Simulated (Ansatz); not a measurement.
`BC1=CC1` + `NC[SiH2]S[SiH3]` → `BC[SiH2]S[SiH3]` + `NC1=CC1`  (formal exchange of groups at a B–C bond)

Computed with Ansatz on PBE0-D4/def2-TZVP structures; ΔE is electronic, products minus reactants. CBS: MP2 limit from def2 TZ/QZ plus the TZ coupled-cluster correction, frozen cores. Functionals use def2-TZVPP. B3LYP here is the variant with VWN-RPA as its local correlation; programs differ in this. One conformer a species, not always the lowest.

```json
{"level": "PBE-D4", "ΔE (kcal/mol)": "-5.2"}
{"level": "r2SCAN-D4", "ΔE (kcal/mol)": "-5.4"}
{"level": "ωB97M-V", "ΔE (kcal/mol)": "-5.5"}
{"level": "PBE", "ΔE (kcal/mol)": "-4.7"}
{"level": "r2SCAN", "ΔE (kcal/mol)": "-5.3"}
{"level": "B3LYP", "ΔE (kcal/mol)": "-6.0"}
{"level": "HF/def2-TZVPP", "ΔE (kcal/mol)": "-9.9"}
{"level": "MP2/def2-TZVPP", "ΔE (kcal/mol)": "-4.0"}
```

Problem. What does CCSD(T)/CBS give? (Estimate.)

Solution. Ansatz gave: -3.9 kcal/mol. The listed levels differ from it by -1.3, -1.5, -1.6, -0.8, -1.4, -2.1, -6.0, -0.1 kcal/mol.

Largest T1 diagnostic among the species: 0.012.

In def2-TZVPP, CCSD(T) changes the Hartree–Fock value by +6.0 kcal/mol (the triples alone add +1.2 kcal/mol) and MP2 by +5.9 kcal/mol. From PBE to PBE0 (25 % exact exchange), in def2-TZVPP and without D4, ΔE moves by −1.6 kcal/mol. The D4 term adds −1.0 kcal/mol with B3LYP and −0.5 kcal/mol with PBE0; it sums over pairs of atoms, weighted by their polarisabilities, and B3LYP, whose exchange is more repulsive, gets the larger term.
